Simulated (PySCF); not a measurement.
**Eu2S2 at several levels of theory**

Computed with PySCF 2.14.0 (density fitting, no spin-orbit coupling) at the geometry relaxed with PBE0:

```xyz
4
Eu2S2 (singlet in the valence; each metal's 4f electrons, 7 of them, lie in its core potential, out of spins and levels)
Eu    0.0000    0.0000    1.8537
Eu    0.0000    0.0000   -1.8537
S     1.9460    0.0000    0.0000
S    -1.9460    0.0000    0.0000
```

```tsv
level	basis	state	HOMO (eV)	gap (eV)	charge on Eu1 (e)	population of f-type functions on Eu1 (polarisation alone where 4f lies in the core)	dipole about the centre of mass (D)	largest force component (eV/Å)
PBE0	Eu lcecp-0-SVP with ECP53, S def2-SVP	singlet	–	–	0.58	0.02	0.00	0.00
TPSS	the same	singlet	–	–	0.55	0.01	0.00	0.21
HF	the same	singlet	–	–	0.79	0.02	0.00	0.72
r2SCAN	the same	singlet	–	–	0.58	0.02	0.00	0.14
wB97X	the same	singlet	–	–	0.62	0.02	0.00	0.12
```

In the lcecp rows the 4f levels are missing from HOMO and gap, and the state counts the valence alone.

Charges are Mulliken's, which hang on the basis. The relaxation used the grid (50, 194), these runs (75, 302) or, all-electron (x2c bases, spin-free X2C Hamiltonian), (99, 590).

Question: What does PBE0 with Eu lcecp-0-TZVP with ECP53, S def2-TZVP give here?

Answer: state singlet, charge on Eu1 (e) 0.91, population of f-type functions on Eu1 (polarisation alone where 4f lies in the core) 0.02, dipole about the centre of mass (D) 0.00, largest force component (eV/Å) 0.20. Time: 15 s on 2 threads of Arm Neoverse V1, on a shared host, from free ions and atoms.

An lcecp potential fixes the number of 4f electrons, so in runs with it no electron can move into or out of that shell.
